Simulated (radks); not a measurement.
Values are calculated unless marked as measured or tabulated.
Task: Excited configurations of neutral oxygen: one electron is placed in a higher orbital outside [He] 2s2 2p3. The ground configuration is [He] 2s2 2p4. Level of theory: Dirac Kohn-Sham, LDA (Slater exchange, Perdew-Wang correlation), spin-unpolarised, spherical densities, finite nucleus; open shells are shared between the two j in proportion to 2j + 1; Fermi nuclear charge, rms radius 2.6991 fm (a radial shooting solver on a logarithmic mesh with Libxc functionals). Excitation = E - E(ground); binding = E(ion) - E, where the ion is the core of charge +1; n* = 1/sqrt(2 binding) in atomic units, and the quantum defect is n - n*. Eigenvalue and <r> are those of j = l + 1/2.

| outer orbital | excitation (eV) | binding (eV) | n* | quantum defect | eigenvalue (eV) | <r> (bohr) |
|---|---|---|---|---|---|---|
| 3p | 13.716 | 2.869 | 2.178 | 0.822 | -1.437 | 6.374 |
| 4s | 14.658 | 1.927 | 2.657 | 1.343 | -1.154 | 11.14 |
| 4p | 15.113 | 1.472 | 3.041 | 0.959 | -0.859 | 13.76 |
| 4f | 15.677 | 0.908 | 3.871 | 0.129 | -0.442 | 17.69 |
| 6s | 15.880 | 0.705 | 4.393 | 1.607 | -0.464 | 31.82 |
| 6p | 15.981 | 0.604 | 4.747 | 1.253 | -0.396 | 36.58 |
| 7p | 16.150 | 0.435 | 5.594 | 1.406 | -0.294 | 52.01 |

Estimate the row for 7f.

Result: excitation (eV) 16.246; binding (eV) 0.338; n* 6.341; quantum defect 0.659; eigenvalue (eV) -0.226; <r> (bohr) 62.88. The Delta-SCF ionisation energy is 16.585 eV (NIST Atomic Spectra Database: 13.618 eV, measured). Self-interaction in the functional shifts the binding energies and quantum defects, so they are the method's values and not measured ones. Spin polarisation and multiplet splitting are left out, so open shells lie too high by an amount that depends on their filling.

Beside tabulated values, note that spin-unpolarised runs miss the spin-polarisation part of the exchange energy of open shells.
